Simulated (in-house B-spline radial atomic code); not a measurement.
# Solving the quasi-particle equation for 3d up of Zn VIII (Zn7+)

Configuration [Ar] 3d5, highest spin, start r2SCAN; correlation leaves out the deepest shell. Computed with an all-electron radial atomic-structure program (B-spline basis): all electrons, scalar-relativistic (spin-free one-electron X2C), finite nucleus, each spin shell either full or empty, empty states to l = 9 with an (l + 1/2)⁻⁴ tail; G0W0 by contour deformation at full frequency.

At the mean-field level ε = -159.439 eV the matrix elements are Σx = -67.642 eV, v_xc = -51.561 eV and Σc(ε) = 1.184 eV, and the slope of the correlation self-energy is dΣc/dω = -0.0282. The quasi-particle energy solves E = ε + Σx − v_xc + Σc(E).

(1) What does the linearised equation give?

(2) How does that compare with the full solution and with static screening?

Answers

(1) Z = 1/(1 − dΣc/dω) = 1/1.0282 = 0.9726. The first-order shift is Σx − v_xc + Σc(ε) = -67.642 − (-51.561) + (1.184) = -14.897 eV, so E ≈ ε + Z × shift = -159.439 + 0.9726 × (-14.897) = -173.928 eV.

(2) Solving the equation at full frequency dependence gives E = -173.899 eV, where Σc = 1.621 eV and the weight is 0.969; the linearised value is off by 29 meV. Leaving Z out would give -174.336 eV. Static COHSEX puts -2.778 eV in place of Σc and gives -178.298 eV, 4.40 eV deeper.
